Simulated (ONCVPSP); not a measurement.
**barium: ONCV pseudisation with PBEsol, scalar-relativistic reference atom.**

barium, optimised norm-conserving Vanderbilt (ONCV), made with ONCVPSP 4.0.1 (PBEsol, scalar-relativistic). Core [Kr] 4d10, reference 5s2 5p6 6s2. Waves: 5s+6s: rc 3.10 bohr, ncon 4, nbas 9, qcut 3.8 1/bohr, 2 projectors; 5p: rc 2.30 bohr, ncon 4, nbas 7, qcut 6.4 1/bohr, 2 projectors, debl 1 Ha; d scattering state at 0.28 Ha: rc 2.45 bohr, ncon 4, nbas 9, qcut 4.5 1/bohr, 1 projector. Local part: polynomial inside 1.75 bohr (lpopt 5, dvloc0 0 Ha). Core correction: none.

In the d channel the program set the typed energies aside and used 0.050 Ha.

All-electron outer shells of the reference configuration (PBEsol, scalar-relativistic, ld1.x):

```
shell  level (eV)  outermost node (bohr)  outermost maximum (bohr)
   5s      -33.70                   0.80                      1.47
   5p      -18.74                   0.86                      1.67
   6s       -3.25                   1.97                      4.16
```

What the tests gave:

* Cutoffs needed: 12 Ha and 15 Ha (the cutoffs (Ha) at which the residual kinetic energy of the hardest occupied pseudo-wave falls to 1 and 0.1 mHa per electron)
* Ghost test: no bound ghost flagged; GHOST(+) flagged for s at 27.5 eV
* Largest excitation error: -288 meV (all-electron minus pseudo) for 5s1 5p6 6s2, out of 4 test configurations

Generation and tests took about 9 s on one core of a shared server CPU.
